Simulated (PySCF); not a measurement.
Basis-set dependence of population analyses: `C[SiH2]/C=C/[SiH3]`

Compound: C₃H₁₀Si₂.
Structure used (PBE0-D3(BJ)/def2-SVP), in Å, numbered top down from 1:
```xyz
15
C3H10Si2 angstrom
C     -2.3251   -0.6825    0.6196
Si    -1.6124    0.8877   -0.1212
C      0.2609    0.7987   -0.2285
C      0.9967   -0.2574    0.1630
Si     2.8648   -0.3406    0.0517
H     -1.9334   -0.8564    1.6338
H     -2.0806   -1.5583   -0.0012
H     -3.4215   -0.6111    0.6874
H     -1.9959    2.0777    0.7050
H     -2.1665    1.1139   -1.4951
H      0.7870    1.6726   -0.6422
H      0.4753   -1.1339    0.5764
H      3.4712   -0.5244    1.4079
H      3.2950   -1.4987   -0.7933
H      3.3756    0.9287   -0.5496
```

PBE0 throughout (PySCF), one geometry, spherical d and f functions. Isolated species at its PBE0-D3(BJ)/def2-SVP geometry (one conformer only). Atoms taken as equivalent share a column and are averaged. The first 7 of 10 kinds of atom are listed.

Mulliken charges (e):

| basis | functions | C1 | Si2 | C3 | C4 | Si5 | H6/H7/H8 | H9/H10 |
| --- | --- | --- | --- | --- | --- | --- | --- | --- |
| STO-3G | 43 | -0.398 | +0.621 | -0.252 | -0.253 | +0.537 | +0.074 | -0.124 |
| 6-31G | 73 | -0.825 | +0.710 | -0.411 | -0.425 | +0.535 | +0.198 | -0.111 |
| pcSseg-0 | 73 | -1.187 | +0.952 | -0.678 | -0.681 | +0.586 | +0.263 | -0.051 |
| 6-31G* | 98 | -0.776 | +0.494 | -0.328 | -0.340 | +0.344 | +0.202 | -0.078 |
| def2-SVP | 128 | -0.375 | +0.479 | -0.238 | -0.254 | +0.392 | +0.083 | -0.076 |
| cc-pVDZ | 128 | -0.277 | +0.328 | -0.153 | -0.161 | +0.259 | +0.070 | -0.061 |
| pcSseg-1 | 149 | -0.654 | +0.678 | -0.407 | -0.418 | +0.535 | +0.149 | -0.089 |
| 6-311+G(2d,p) | 211 | -0.795 | +0.653 | -0.403 | -0.231 | +0.382 | +0.169 | -0.077 |
| aug-cc-pVDZ | 213 | +0.507 | +0.086 | +0.491 | +0.334 | -0.544 | -0.261 | +0.262 |
| def2-TZVP | 227 | -0.532 | +0.271 | -0.239 | -0.229 | +0.173 | +0.148 | -0.031 |
| IGLO-III | 293 | -0.664 | +0.831 | -0.324 | -0.335 | +0.767 | +0.153 | -0.178 |
| cc-pVTZ | 298 | -0.401 | +0.287 | -0.212 | -0.221 | +0.198 | +0.110 | -0.047 |

IAO charges (e):

| basis | functions | C1 | Si2 | C3 | C4 | Si5 | H6/H7/H8 | H9/H10 |
| --- | --- | --- | --- | --- | --- | --- | --- | --- |
| STO-3G | 43 | -0.650 | +0.762 | -0.376 | -0.385 | +0.640 | +0.132 | -0.122 |
| 6-31G | 73 | -0.705 | +0.631 | -0.368 | -0.372 | +0.445 | +0.164 | -0.091 |
| pcSseg-0 | 73 | -0.709 | +0.639 | -0.372 | -0.377 | +0.435 | +0.163 | -0.088 |
| 6-31G* | 98 | -0.709 | +0.747 | -0.386 | -0.394 | +0.575 | +0.157 | -0.124 |
| def2-SVP | 128 | -0.701 | +0.759 | -0.385 | -0.394 | +0.588 | +0.153 | -0.128 |
| cc-pVDZ | 128 | -0.707 | +0.743 | -0.387 | -0.395 | +0.569 | +0.156 | -0.122 |
| pcSseg-1 | 149 | -0.714 | +0.767 | -0.394 | -0.403 | +0.592 | +0.156 | -0.127 |
| 6-311+G(2d,p) | 211 | -0.731 | +0.777 | -0.401 | -0.408 | +0.603 | +0.161 | -0.130 |
| aug-cc-pVDZ | 213 | -0.720 | +0.747 | -0.393 | -0.400 | +0.571 | +0.160 | -0.122 |
| def2-TZVP | 227 | -0.734 | +0.787 | -0.402 | -0.410 | +0.612 | +0.161 | -0.132 |
| IGLO-III | 293 | -0.734 | +0.786 | -0.403 | -0.411 | +0.611 | +0.161 | -0.132 |
| cc-pVTZ | 298 | -0.732 | +0.773 | -0.399 | -0.407 | +0.597 | +0.161 | -0.129 |

Hirshfeld charges (e):

```json
{"basis": "STO-3G", "functions": "43", "C1": "-0.123", "Si2": "+0.378", "C3": "-0.121", "C4": "-0.121", "Si5": "+0.351", "H6/H7/H8": "+0.013", "H9/H10": "-0.088"}
{"basis": "6-31G", "functions": "73", "C1": "-0.191", "Si2": "+0.307", "C3": "-0.123", "C4": "-0.126", "Si5": "+0.279", "H6/H7/H8": "+0.045", "H9/H10": "-0.081"}
{"basis": "pcSseg-0", "functions": "73", "C1": "-0.192", "Si2": "+0.339", "C3": "-0.126", "C4": "-0.128", "Si5": "+0.303", "H6/H7/H8": "+0.040", "H9/H10": "-0.081"}
{"basis": "6-31G*", "functions": "98", "C1": "-0.191", "Si2": "+0.300", "C3": "-0.118", "C4": "-0.122", "Si5": "+0.281", "H6/H7/H8": "+0.047", "H9/H10": "-0.083"}
{"basis": "def2-SVP", "functions": "128", "C1": "-0.203", "Si2": "+0.335", "C3": "-0.123", "C4": "-0.127", "Si5": "+0.307", "H6/H7/H8": "+0.046", "H9/H10": "-0.086"}
{"basis": "cc-pVDZ", "functions": "128", "C1": "-0.200", "Si2": "+0.327", "C3": "-0.122", "C4": "-0.125", "Si5": "+0.300", "H6/H7/H8": "+0.046", "H9/H10": "-0.085"}
{"basis": "pcSseg-1", "functions": "149", "C1": "-0.208", "Si2": "+0.337", "C3": "-0.127", "C4": "-0.130", "Si5": "+0.306", "H6/H7/H8": "+0.045", "H9/H10": "-0.084"}
{"basis": "6-311+G(2d,p)", "functions": "211", "C1": "-0.207", "Si2": "+0.336", "C3": "-0.134", "C4": "-0.138", "Si5": "+0.310", "H6/H7/H8": "+0.046", "H9/H10": "-0.083"}
{"basis": "aug-cc-pVDZ", "functions": "213", "C1": "-0.216", "Si2": "+0.338", "C3": "-0.135", "C4": "-0.139", "Si5": "+0.307", "H6/H7/H8": "+0.048", "H9/H10": "-0.081"}
{"basis": "def2-TZVP", "functions": "227", "C1": "-0.210", "Si2": "+0.331", "C3": "-0.130", "C4": "-0.134", "Si5": "+0.303", "H6/H7/H8": "+0.048", "H9/H10": "-0.082"}
{"basis": "IGLO-III", "functions": "293", "C1": "-0.213", "Si2": "+0.331", "C3": "-0.132", "C4": "-0.136", "Si5": "+0.300", "H6/H7/H8": "+0.048", "H9/H10": "-0.080"}
{"basis": "cc-pVTZ", "functions": "298", "C1": "-0.210", "Si2": "+0.330", "C3": "-0.128", "C4": "-0.132", "Si5": "+0.301", "H6/H7/H8": "+0.048", "H9/H10": "-0.083"}
```

ESP-fitted charges (e):

```
        basis  functions      C1     Si2      C3      C4     Si5  H6/H7/H8  H9/H10
       STO-3G         43  -0.457  +0.515  -0.255  -0.105  +0.275    +0.105  -0.114
        6-31G         73  -0.591  +0.608  -0.368  -0.208  +0.347    +0.151  -0.147
     pcSseg-0         73  -0.733  +0.764  -0.419  -0.253  +0.396    +0.178  -0.172
       6-31G*         98  -0.562  +0.546  -0.341  -0.161  +0.260    +0.146  -0.135
     def2-SVP        128  -0.519  +0.548  -0.327  -0.158  +0.265    +0.133  -0.137
      cc-pVDZ        128  -0.492  +0.499  -0.319  -0.140  +0.212    +0.129  -0.125
     pcSseg-1        149  -0.576  +0.652  -0.377  -0.192  +0.343    +0.142  -0.158
6-311+G(2d,p)        211  -0.575  +0.564  -0.357  -0.154  +0.227    +0.147  -0.137
  aug-cc-pVDZ        213  -0.559  +0.565  -0.347  -0.147  +0.235    +0.142  -0.138
    def2-TZVP        227  -0.559  +0.564  -0.347  -0.143  +0.228    +0.143  -0.139
     IGLO-III        293  -0.558  +0.563  -0.344  -0.149  +0.234    +0.142  -0.139
      cc-pVTZ        298  -0.547  +0.558  -0.339  -0.145  +0.241    +0.140  -0.139
```

Some averages cover members that differ in this geometry, most widely: H6/H7/H8, Mulliken in aug-cc-pVDZ -0.404 to -0.190 e.

Which scheme is steadiest as the basis changes?

Largest range over the bases for any column: Hirshfeld 0.09 e, IAO 0.20 e, ESP-fitted 0.28 e, Mulliken 1.69 e. Hirshfeld charges move least and Mulliken charges most, counted in e. Without the minimal STO-3G basis the ranges are Hirshfeld 0.04, IAO 0.18, ESP-fitted 0.27, Mulliken 1.69 e.

How much do the charges still move between the two largest bases, IGLO-III and cc-pVTZ?

At most, over all atoms: Mulliken 0.569 e, IAO 0.014 e, Hirshfeld 0.004 e, ESP-fitted 0.011 e.

What do the same runs give for the total energy, the frontier levels and the dipole moment?

```csv
basis,energy (Eh),HOMO (eV),LUMO (eV),μ (D)
STO-3G,-690.8126,-5.42,3.41,0.28
6-31G,-698.7698,-7.67,-0.34,0.80
pcSseg-0,-697.9400,-7.96,-0.66,0.59
6-31G*,-698.8573,-7.71,-0.53,0.85
def2-SVP,-698.6314,-7.87,-0.76,0.81
cc-pVDZ,-698.8963,-7.78,-0.67,0.84
pcSseg-1,-698.8640,-7.92,-0.84,0.76
"6-311+G(2d,p)",-698.9515,-7.89,-0.92,0.81
aug-cc-pVDZ,-698.9051,-7.86,-0.86,0.79
def2-TZVP,-698.9619,-7.90,-0.90,0.82
IGLO-III,-698.9676,-7.89,-0.92,0.80
cc-pVTZ,-698.9639,-7.89,-0.85,0.82
```

The dipole is fixed by the density alone, so its range of 0.57 D shows that the density itself changes with the basis, not only its division among atoms.
